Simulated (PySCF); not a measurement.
# Two-dimensional NMR puzzle

Compound of formula C$_{7}$H$_{8}$. Correlations simulated from computed shifts and the bond graph:

HSQC (one-bond C–H):
| δH | δC |
| --- | --- |
| 7.59 | 129.2 |
| 3.78 | 61.3 |
| 3.63 | 61.3 |
| 1.99 | 12.0 |
| 1.22 | 9.7 |
| 0.98 | 9.7 |

COSY cross peaks (H two or three bonds apart, from the bond graph; peaks can be absent where the dihedral angle is near 90°):
| δH | δH |
| --- | --- |
| 3.78 | 3.63 |
| 1.99 | 1.22 |
| 1.99 | 0.98 |
| 1.22 | 0.98 |

HMBC (two and three bonds, from the bond graph):
| δH | δC |
| --- | --- |
| 7.59 | 155.7, 125.2, 61.3, 12.0 |
| 3.78 | 155.7, 129.2, 125.2 |
| 3.63 | 155.7, 129.2, 125.2 |
| 1.99 | 155.7, 129.2, 125.2, 9.7 |
| 1.22 | 155.7, 12.0, 9.7 |
| 0.98 | 155.7, 12.0, 9.7 |

Carbons without hydrogens: δ 155.7, 125.2.

All values are calculated (PySCF): GIAO PBE0/pcSseg-1 shieldings, GFN2-xTB geometry. Equivalent nuclei averaged, no solvent, one computed conformer, no relativistic terms.

Chemical shifts δ = σref − σ; TMS for $^{1}$H (σref 31.72) and $^{13}$C (σref 186.93), all at this level.

Exchangeable hydrogens are left out of these lists.

**Question.** Which molecule is this?

**Answer.** `C1C(C2=CC2=C)C1`.

Mapped SMILES: `[CH2:1]=[C:2]1[CH:3]=[C:4]1[CH:5]1[CH2:6][CH2:7]1` (H(Xn): hydrogen on atom n). Ha(C1) is cis to C3; Ha(C6), Ha(C7) are cis to C4 on the ring; Hb(C1) is trans to C3; Hb(C6), Hb(C7) are trans to C4 on the ring.

1. δC 155.7 is C4, a fully substituted alkene carbon.
2. δC 129.2 is C3, an alkene CH (δH 7.59).
3. δC 125.2 is C2, a fully substituted alkene carbon.
4. δC 61.3 is C1, a terminal =CH2 carbon (δH 3.63, 3.78).
5. δC 12.0 is C5, a three-membered-ring carbon (δH 1.99).
6. δC 9.7 is C6/C7, a three-membered-ring carbon (δH 1.22, 0.98).
7. HMBC from δH 7.59 reaches the proton-free carbons C4, C2.
8. HMBC from δH 3.78 reaches the proton-free carbons C4, C2.
9. HMBC from δH 3.63 reaches the proton-free carbons C4, C2.
10. HMBC from δH 1.99 reaches the proton-free carbons C4, C2.
11. COSY links 3.78–3.63, 1.99–1.22, 1.99–0.98, 1.22–0.98.

This is the structure that produced the data.

Shifts are as computed. Against solution values, carbons near 30 ppm lie about +3 ppm off and those near 130 ppm about +5 ppm. Of 1211 compounds with measured shifts, 218 miss one by over three times the rms of a fit or turn the order of signals round; such compounds aren't used in these exercises.
